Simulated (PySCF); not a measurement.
GeH, SMILES [GeH] (connectivity only; charge and spin as stated), charge +1, multiplicity 1. Atoms are numbered in the order given.

```xyz
2

Ge     0.0000     0.0000    -0.0486
H      0.0000     0.0000     1.5564
```
Charge +1, spin multiplicity 1.

Coordinates come from a PBE-D3(BJ)/def2-TZVPD optimisation. The spin state was assumed, not searched.

All values below come from HF/pcSseg-2 (PySCF).

GIAO shieldings, no solvent; atoms alike by connectivity are averaged. δ = σ(ref) − σ: ⁷³Ge against GeH4 (σ = 1766.1 ppm); ¹H against TMS (σ = 31.98 ppm), references at their B3LYP-D3(BJ)/def2-TZVP geometries, non-relativistic.

Computed chemical shifts:
| nucleus | atoms | count | δ (ppm) |
|---|---|---|---|
| ⁷³Ge | Ge1 | 1 | 1907.1 |
| ¹H | H2 | 1 | 9.08 |
